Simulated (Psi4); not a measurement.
F$_{6}$Ti (SMILES [F][Ti-2]([F])([F])([F])([F])[F]), charge -2, singlet, at a GFN2-xTB geometry (such geometries of metal compounds can be far from the true shape) (a gas-phase anion, which may not be bound at this level), atoms displaced at random by about 0.05 Å a coordinate; PBE/3-21G (Psi4).

Input for Psi4:
```
memory 2 GB

molecule {
-2 1
  Ti   -0.06163371    0.01822934   -0.02979894
  F     1.07837199   -0.50746832   -1.46295469
  F    -1.07498666    0.45075303    1.45632630
  F    -1.21788399    0.84252709   -1.16797694
  F    -0.95326948   -1.64034651   -0.17492303
  F     0.96631678    1.60645071    0.22033968
  F     1.17633097   -0.73382803    1.20156561
}

set basis 3-21g

optimize('pbe')
print_variables()
```

Question: What does Psi4 print? Leave out banner, timings and long lists.

Answer: 
```
invalid escape sequence '\d'

gradient() will perform analytic gradient computation.

   => Loading Basis Set <=

    Name: 3-21G
    Role: ORBITAL
    Keyword: BASIS

         ---------------------------------------------------------
                                   SCF
               by Justin Turney, Rob Parrish, Andy Simmonett
                          and Daniel G. A. Smith
                              RKS Reference
         ---------------------------------------------------------

  ==> Geometry <==

    Molecular point group: c1
    Full point group: C1

    Geometry (in Angstrom), charge = -2, multiplicity = 1:

       Center              X                  Y                   Z               Mass
    ------------   -----------------  -----------------  -----------------  -----------------
         TI          -0.040437639917     0.010709800615    -0.029467012778    47.947941980000
         F            1.099568060083    -0.514987859385    -1.462622762778    18.998403162730
         F           -1.053790589917     0.443233490615     1.456658227222    18.998403162730
         F           -1.196687919917     0.835007550615    -1.167645012778    18.998403162730
         F           -0.932073409917    -1.647866049385    -0.174591102778    18.998403162730
         F            0.987512850083     1.598931170615     0.220671607222    18.998403162730
         F            1.197527040083    -0.741347569385     1.201897537222    18.998403162730

  Running in c1 symmetry.

  Rotational constants: A =      0.06425  B =      0.06273  C =      0.06173 [cm^-1]
  Rotational constants: A =   1926.21878  B =   1880.57852  C =   1850.53990 [MHz]
  Nuclear repulsion =  562.726145655206665

  Charge       = -2
  Multiplicity = 1
  Electrons    = 78
  Nalpha       = 39
  Nbeta        = 39

  ==> Algorithm <==

  SCF Algorithm Type is DF.
  DIIS enabled.
  MOM disabled.
  Fractional occupation disabled.
  Guess Type is SAD.
  Energy threshold   = 1.00e-08
  Density threshold  = 1.00e-08
  Integral threshold = 1.00e-12

  ==> Primary Basis <==

  Basis Set: 3-21G
    Blend: 3-21G
    Number of shells: 41
    Number of basis functions: 83
    Number of Cartesian functions: 83
    Spherical Harmonics?: false
    Max angular momentum: 2

  ==> DFT Potential <==

   => LibXC <=

    Version 7.1.2
    S. Lehtola, C. Steigemann, M. J. T. Oliveira, and M. A. L. Marques,  SoftwareX 7, 1–5 (2018) (10.1016/j.softx.2017.11.002)

   => Composite Functional: PBE <=

[...]
  @DF-RKS Final Energy: -1440.73753932406862
    Total Energy =                      -1440.7375393240686208
  @DF-RKS Final Energy: -1440.73753932406930
    Total Energy =                      -1440.7375393240693029
  @DF-RKS Final Energy: -1440.73753932406953
    Total Energy =                      -1440.7375393240695303
  @DF-RKS Final Energy: -1440.73753932406885
    Total Energy =                      -1440.7375393240688481
  @DF-RKS Final Energy: -1440.73753932407044
    Total Energy =                      -1440.7375393240704398
  @DF-RKS Final Energy: -1440.73753932406999
    Total Energy =                      -1440.7375393240699850
  @DF-RKS Final Energy: -1440.73753932406885
    Total Energy =                      -1440.7375393240688481
[...]
	       9.000000            18.998403         -1.76295482  2.39361414 -2.10995812
	       9.000000            18.998403         -2.35643143 -2.62477194 -0.87895383
	       9.000000            18.998403          2.42492357  2.50625603  0.90844051
	       9.000000            18.998403          1.78918102 -2.27509484  2.15279326

	 - Coordinate -           - BOHR/RAD -       - ANG/DEG -
Next Geometry in Ang
	Fragment 1 (Ang)

	   Ti  -0.0222750284   0.0171412731  -0.0194428908
	    F   1.0642719751  -0.5162065094  -1.4231218363
	    F  -1.0581773119   0.4729437718   1.4339205072
	    F  -0.9329155136   1.2666460555  -1.1165417523
	    F  -1.2469698127  -1.3889694936  -0.4651223355
	    F   1.2832142887   1.3262535775   0.4807260168
	    F   0.9467938240  -1.2039283412   1.1392091345

    Structure for next step:
    Molecular point group: c1
    Full point group: C1

    Geometry (in Angstrom), charge = -2, multiplicity = 1:

    TI          -0.022275028410     0.017141273134    -0.019442890766
    F            1.064271975065    -0.516206509439    -1.423121836264
    F           -1.058177311888     0.472943771827     1.433920507213
    F           -0.932915513629     1.266646055500    -1.116541752270
    F           -1.246969812691    -1.388969493620    -0.465122335521
    F            1.283214288655     1.326253577458     0.480726016774
    F            0.946793823957    -1.203928341218     1.139209134528

PsiException: Could not converge geometry optimization in 50 iterations.

Traceback (most recent call last):
  File "psi4", line 375, in <module>
  File "<string>", line 27, in <module>
  File "site-packages/psi4/driver/driver.py", line 1371, in optimize

psi4.driver.p4util.exceptions.OptimizationConvergenceError: Could not converge geometry optimization in 50 iterations.

Printing out the relevant lines from the Psithon --> Python processed input file:
      F     0.96631678    1.60645071    0.22033968
      F     1.17633097   -0.73382803    1.20156561
    """)
    core.IO.set_default_namespace("")
    core.set_global_option("BASIS", "3-21g")
--> optimize('pbe')
    print_variables()

!-------------------------------------------------------------!
!                                                             !
!  Could not converge geometry optimization in 50 iterations. !
!                                                             !
!-------------------------------------------------------------!
```

The run did not converge; its last values are not results.
